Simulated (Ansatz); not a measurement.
Predict a relaxed structure of the cluster As5O6⁺ (the lowest singlet isomer of a short search), charge 1, singlet, at PBE-D4/def2-SVP (Ansatz).


```xyz
11

As   -2.394    1.064    1.071
As   -0.112    1.567   -1.363
As    0.078   -1.340    1.752
As    0.792   -1.629   -1.420
As    1.988    0.265    0.866
O     2.183   -0.830   -0.563
O    -0.092   -0.116   -1.947
O    -1.837    1.502   -0.502
O     0.805    1.495    0.187
O    -1.246    0.017    1.816
O    -0.165   -1.994    0.103
```
 This is one stationary point.

The structure comes from a short search, and lower isomers may exist.
